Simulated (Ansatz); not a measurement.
`C[SiH2][TeH]` → `[CH2]` (triplet) + `[SiH3][TeH]` at 298.15 K and 1 bar (formal loss of a carbene).

Calculated with Ansatz (gas phase, PBE0-D4/def2-TZVP geometries, no zero-point term in ΔE). CCSD(T)/CBS adds triple-zeta CCSD(T) − MP2 to the extrapolated MP2 energy (def2 sets, frozen cores). This one scheme is used for every species. Triplets are unrestricted, without spin–orbit coupling. Elements past krypton have def2 core potentials. For Te outer-core shells are correlated without core-valence functions, which leaves a few kJ/mol of doubt a bond.

```
          species  CCSD(T)/CBS energy (Eh)  H − E (kJ/mol)  S (J/(mol·K))
   `C[SiH2][TeH]`               -598.49179           177.8          335.2
`[CH2]` (triplet)                -39.09499            55.4          195.3
    `[SiH3][TeH]`               -559.21313            96.9          297.5
```

H − E and S are ideal-gas, rigid-rotor, harmonic terms from PBE0-D4/def2-TZVP, for one conformer and one mirror image of each species, with the whole ground term of open shells counted as degenerate. 1 Eh = 2625.50 kJ/mol, R = 8.31446 J/(mol·K).

By hand: ΔE, ΔH, ΔS and ΔG.

ΔE = (-39.09499) + (-559.21313) − (-598.49179) = 0.18367 Eh = 482.2 kJ/mol. Δ(H − E) = 55.4 + 96.9 − 177.8 = -25.5, so ΔH = 456.7 kJ/mol. ΔS = 195.3 + 297.5 − 335.2 = 157.6 J/(mol·K). ΔG = 456.7 − 298.15 × (157.6)/1000 = 409.7 kJ/mol.

By hand: the equilibrium constant, and the temperature at which ΔG would vanish if ΔH and ΔS stayed fixed.

log₁₀ K = −ΔG/(RT ln 10) = -71.8. ΔG = 0 at ΔH/ΔS = 2898 K, far beyond where these terms or the molecules hold.

The number of gas molecules changes by +1, which sets the sign of ΔS. A doubt of 5 kJ/mol in ΔE shifts log₁₀ K by 0.9 here. Other conformers and mirror images would add mixing entropy, several J/(mol·K) or more a flexible species. A triplet takes part, so the spin changes. These are equilibria of isolated gas molecules and say nothing of rates. Largest T1 diagnostic: 0.011 (customary marks: 0.02 for closed shells, 0.045 for open ones).
